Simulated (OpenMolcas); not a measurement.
# Eu III: effect of correlating more closed shells

```json
{
 "Program": "OpenMolcas",
 "Basis": "ANO-RCC-VTZP [8s7p5d3f2g1h]",
 "Scalar Hamiltonian": "DKH2, point nucleus",
 "Active space": "7 electrons in 7 orbitals (4f)",
 "State averaging": "2S+1 = 8 odd, 1 root; 2S+1 = 6 odd, 48 roots; 2S+1 = 4 odd, 96 roots kept (CI in the orbitals of an earlier block); 2S+1 = 2 odd, 25 roots kept (CI in the orbitals of an earlier block, 0 in the spin-orbit step)",
 "Spin-orbit coupling": "RASSI with atomic mean-field integrals over the reference wave functions, term energies averaged over their components"
}
```

Methods on the same reference wave functions:
A. CASSCF
B. MS-CASPT2, IPEA 0.25 Eh, imaginary shift 0.1 Eh (closed shells correlated: 5s 5p)
C. MS-CASPT2, IPEA 0.25 Eh, imaginary shift 0.1 Eh (closed shells correlated: 4d 5s 5p)

Energies in cm⁻¹ above 4f⁷ ⁸S°_7/2, the measured ground level; measured values from Martin, Zalubas and Hagan, Atomic Energy Levels: The Rare-Earth Elements, NSRDS-NBS 60 (1978).

| Level | A | B | C | Measured |
| --- | --- | --- | --- | --- |
| 4f⁷ ⁸S°_7/2 | 0.0 | 0.0 | 0.0 | 0.0 |
| 4f⁷ ⁶P°_7/2 | 35945 | 29940 | 29230 | 28200 |
| 4f⁷ ⁶P°_5/2 | 36288 | 30190 | 29470 |  |
| 4f⁷ ⁶P°_3/2 | 37018 | 30940 | 30250 |  |
| 4f⁷ ⁶I°_7/2 | 39011 | 34750 | 33110 |  |
| 4f⁷ ⁶I°_9/2 | 39287 | 35040 | 33400 |  |
| 4f⁷ ⁶I°_17/2 | 39396 | 35190 | 33540 | 32073 |
| 4f⁷ ⁶I°_11/2 | 39536 | 35310 | 33670 | 32180 |
| 4f⁷ ⁶I°_15/2 | 39669 | 35460 | 33820 | 32308 |
| 4f⁷ ⁶I°_13/2 | 39690 | 35480 | 33830 |  |
| 4f⁷ ⁶D°_9/2 | 44016 | 37770 | 36400 |  |
| 4f⁷ ⁶D°_1/2 | 44814 | 38650 | 37290 |  |
| 4f⁷ ⁶D°_7/2 | 45066 | 38840 | 37540 |  |
| 4f⁷ ⁶D°_3/2 | 45107 | 38920 | 37600 |  |
| 4f⁷ ⁶D°_5/2 | 45287 | 39080 | 37780 |  |

Deviations, from unrounded energies. A percentage is the sum of absolute deviations over the sum of measured energies, with the sign that they share, or ± where signs differ.

| Against measurement | Levels | A | B | C |
| --- | --- | --- | --- | --- |
| mean absolute deviation (cm-1) | 4 | 7400 | 2800 | 1400 |
| other terms of the ground configuration (%) | 4 | +23.9 | +8.9 | +4.4 |

C lies closest to measurement on these levels and A furthest from it. The largest miss of C in the table is 4f⁷ ⁶I°_15/2, by +1500 cm-1. The ranking rests on the paired levels alone, and a cruder setting can come out closer through cancelling errors.

Between B and C the level of the table that moves most is 4f⁷ ⁶I°_17/2, by 1600 cm-1 (lowest in C, highest in B). Moves below CASPT2's spread within the term are not significant.

From A to B the spin-free energies of the other terms of 4f⁷ shown, above ⁸S°, scale by factors of 0.83 to 0.89, as is usual when dynamic correlation screens the repulsion within a d or f shell.

The lowest spin-free term lies below A's lowest term by 0.576 hartree in B, 1.051 hartree in C.

What an inner shell adds also hangs on whether the basis holds functions to correlate it.

CASPT2 does not keep the components of a term degenerate, so their means are used; among the terms shown or strongly mixed into the levels shown the widest spread is 490 cm-1 (4f⁷ ⁶I°, C). Only 96 quartet roots enter the spin-orbit mixing, so the splitting and order within the octet and the sextets are unsound, and g values and χT are rough. Without dynamic correlation excited terms often stand tens of per cent too high (terms of higher spin than the ground term too low), and those without a measured partner can miss by more than the paired ones (holds for A). Blocks of more than 70 roots (2S+1 = 4 odd) ran without multistate coupling (holds for B; C). Computed and measured levels are paired by configuration, term and J; levels that our copy of the source lacks, or whose pairing is in doubt (as where it misses far off the trend of its configuration), stay unpaired and out of the deviations. Levels of configurations outside the active space are missing. Levels that lie high or do not pair safely by name in every column are left out.

° marks odd parity.
